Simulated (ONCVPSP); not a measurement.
**u(r) = r·R(r): atom against pseudo-atom (Ca)**

Columns: radius, all-electron u(r) and pseudo u(r) of the 3p shell (level -25.88 eV) of calcium in the configuration [Ne] 3s2 3p6 3d1 4s1; PBE, scalar-relativistic, ONCV scheme, ONCVPSP 4.0.1.

```csv
r (bohr),all-electron,pseudo
0.095,-0.2996,0.0223
0.190,-0.4694,0.0864
0.285,-0.3650,0.1852
0.380,-0.1178,0.3080
0.475,0.1633,0.4422
0.570,0.4189,0.5749
0.665,0.6247,0.6950
0.760,0.7754,0.7939
0.855,0.8738,0.8664
0.950,0.9272,0.9108
1.045,0.9446,0.9282
1.140,0.9347,0.9221
1.235,0.9052,0.8969
1.330,0.8624,0.8576
1.425,0.8112,0.8087
1.520,0.7553,0.7542
1.615,0.6977,0.6973
1.710,0.6402,0.6401
1.805,0.5843,0.5843
1.900,0.5310,0.5309
1.995,0.4807,0.4806
2.090,0.4338,0.4337
2.185,0.3904,0.3904
2.280,0.3506,0.3506
2.375,0.3143,0.3142
2.470,0.2812,0.2812
```

(1) How many radial nodes do the two functions have?

(2) At about which radius was the pseudo-wave matched?

(3) Is the pseudo-wave norm-conserving?

Results:

(1) The all-electron 3p function has n − l − 1 = 1; the pseudo-wave has 0, since the states of the same l below it are removed with the core.

(2) 1.90 bohr. The columns agree to 0.0005 from 1.61 bohr on; several derivatives are matched, so the curves merge somewhat inside the radius.

(3) Yes: the ONCV scheme keeps the norm inside the radius equal to the all-electron one, which fixes the energy derivative of the logarithmic derivative at the level.
